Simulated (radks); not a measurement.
Question: Species: Cd I. Configuration: [Kr] 4d8 5s2 5p2 (not the ground configuration). All-electron calculation, Dirac Kohn-Sham, PBEsol, spin-unpolarised, spherical densities, finite nucleus; open shells fill j = l - 1/2 first; Fermi nuclear charge, rms radius 4.6087 fm. Program: a radial shooting solver on a logarithmic mesh with Libxc functionals. Some entries of the table are withheld. Estimate them.

orbital,occ.,eigenvalue (eV),<r> (bohr)
1s1/2,2,-26506.99,0.03041
2s1/2,2,-3946.520,0.1313
2p1/2,2,(1),0.1112
2p3/2,4,(2),0.1164
3s1/2,2,(3),0.3583
3p1/2,2,(4),0.3496
3p3/2,4,(5),0.3606
3d3/2,4,(6),0.3327
3d5/2,6,(7),0.3362
4s1/2,2,-118.2632,0.8724
4p1/2,2,-83.0999,0.9272
4p3/2,4,-77.0873,0.9564
4d3/2,4,-22.6428,1.185
4d5/2,4,-21.8484,1.200
5s1/2,2,-9.8210,2.516
5p1/2,2,-3.7936,3.263
5p3/2,0,-3.4057,3.406

Answer: 
(1) 2p1/2 eigenvalue (eV): -3675.587
(2) 2p3/2 eigenvalue (eV): -3483.306
(3) 3s1/2 eigenvalue (eV): -746.4441
(4) 3p1/2 eigenvalue (eV): -637.8694
(5) 3p3/2 eigenvalue (eV): -603.5147
(6) 3d3/2 eigenvalue (eV): -411.2247
(7) 3d5/2 eigenvalue (eV): -404.2383
